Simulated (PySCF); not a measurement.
# Static response to an electric field

Compound: C3H8F2SSi2.
Geometry (GFN2-xTB, Å), atoms numbered from 1 in this order:
```xyz
16
C3H8F2SSi2 angstrom
F     -0.3772   -1.4747    1.3523
C     -0.6879   -0.8651    0.1365
C      0.4090    0.1220   -0.2361
Si     2.1555   -0.6204    0.0451
C      0.2219    1.3983    0.5587
S     -1.4977    2.0459    0.3641
Si    -2.3354    0.0973    0.3270
F     -3.2293   -0.1445   -0.9940
H     -0.7415   -1.6845   -0.5865
H      0.2741    0.3565   -1.2972
H      3.1192    0.3445   -0.4853
H      2.2156   -1.8779   -0.6981
H      2.3614   -0.8284    1.4739
H      0.3779    1.2314    1.6236
H      0.8833    2.1931    0.2218
H     -3.1564   -0.2846    1.4503
```

Level: PBE0/def2-SVPD (PySCF), static field, nuclei fixed, core orbitals frozen in the response. The polarisability tensor in these axes (au):

```
x   124.14  -6.47  -2.97
y    -6.47 104.84   1.45
z    -2.97   1.45  86.21
```

Diagonalise the tensor; give its mean and Δα, where Δα² is half the sum of the squared differences of the eigenvalues.

Principal values 85.93, 102.89 and 126.38 au; mean 105.06 au = 15.57 Å³ = 17.32 × 10⁻⁴⁰ C²·m²/J; Δα = 35.18 au (33 % of the mean).

What is the dipole moment, and where does it point?

(1.80, -0.14, -0.14) D, 1.81 D in size, pointing from the negative to the positive side. Measured along this direction, the outermost atoms are H16 and F8 at the negative end and H11 at the positive end.

Traceless (Buckingham) quadrupole moment about the centre of nuclear charge: eigenvalues?

-8.21, 2.00, 6.21 D·Å. The values depend on the origin, since the dipole doesn't vanish. The electronic extent ⟨r²⟩ about the same centre is 1704 bohr², a root-mean-square distance of 2.33 Å for the 88 electrons.

What depolarisation ratio follows for Rayleigh scattering of linearly polarised light, taking the static tensor?

ρ = 3Δα²/(45ᾱ² + 4Δα²) = 3713.1/(496735 + 4950.8) = 0.0074.

Find the Langevin capture rate constant for NO+ (29.998 u) meeting this molecule (169.985 u), k = 2.342 × 10⁻⁹ cm³/s × √(α in Å³ / reduced mass in u).

The reduced mass is 25.50 u, so k = 1.83 × 10⁻⁹ cm³/s. The formula leaves out the permanent dipole, which adds to the capture rate.

The structure is a single GFN2-xTB conformer in the gas phase; no vibrational or solvent corrections.
